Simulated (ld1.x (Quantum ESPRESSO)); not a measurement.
**Varying the RRKJ potential for Ge**

Base potential:

ld1.x (Quantum ESPRESSO) 7.5 input, shortened:

```
&input
   title='Ge', zed=32., rel=1, dft='PBE', iswitch=3,
   config='[Ar] 3d10 4s2 4p1.5 4d-2'
 /
 &inputp
   pseudotype=2, tm=.false., rho0=0.01, lloc=0,
   nlcc=.false.
 /
3
4P  2  1   1.50   0.00  1.75  1.75  0.0
4D  3  2  -2.00  -0.10  1.70  1.70  0.0
4S  1  0   2.00   0.00  1.50  1.50  0.0
 &test
   configts(1)='4s2 4p1.5'
 /
```

All-electron outer shells of the reference configuration (PBE, scalar-relativistic, ld1.x):

| shell | level (eV) | outermost node (bohr) | outermost maximum (bohr) |
| --- | --- | --- | --- |
| 4s | -15.60 | 0.77 | 1.73 |
| 4p | -7.38 | 0.82 | 2.14 |

Cutoffs, loose and tight: the cutoffs (Ry, on a coarse ladder) from which the occupation-weighted sum of valence levels, in a spherical-Bessel basis at the reference potential, stays within 10 and 1 mRy of its value at 400 Ry. They do not see the model core or the augmentation charge, which bear on the density cutoff. Test errors are all-electron minus pseudo excitation energies from the reference, over the configurations 4s2 4p2; 4s2 4p1; 4s2 4p0; 4s1 4p3; 4s1 4p0; 4s1 4p2; 4s0 4p4. A dash means not determined; rows that change the core or the reference have their own tests.

A true bound ghost makes a file unfit for plane-wave use even where its test errors are small: the radial tests pick states by their node count and pass the ghost by.

| change | outcome | cutoff, loose | cutoff, tight | bound ghosts | largest test error (meV) |
| --- | --- | --- | --- | --- | --- |
| base | generated | 30 Ry | 45 Ry | d | +108 |
| core correction a·sin(br)/r model core inside 0.60 bohr | generated | 30 Ry | 45 Ry | d | -232 |
| core correction a·sin(br)/r model core inside 0.76 bohr | generated | 30 Ry | 45 Ry | d | -232 |
| core correction a·sin(br)/r model core inside 0.96 bohr | generated | 30 Ry | 45 Ry | d | -232 |
| core correction a·sin(br)/r model core inside 1.16 bohr | generated | 30 Ry | 45 Ry | d | -229 |
| core correction a·sin(br)/r model core inside 1.32 bohr | generated | 30 Ry | 45 Ry | d | -222 |
| core correction a·sin(br)/r model core inside 1.44 bohr | generated | 30 Ry | 45 Ry | d | -216 |
| core correction a·sin(br)/r model core inside 1.60 bohr | generated | 30 Ry | 45 Ry | d | -216 |
| core correction a·sin(br)/r model core inside 1.78 bohr | generated | 30 Ry | 45 Ry | d | -218 |
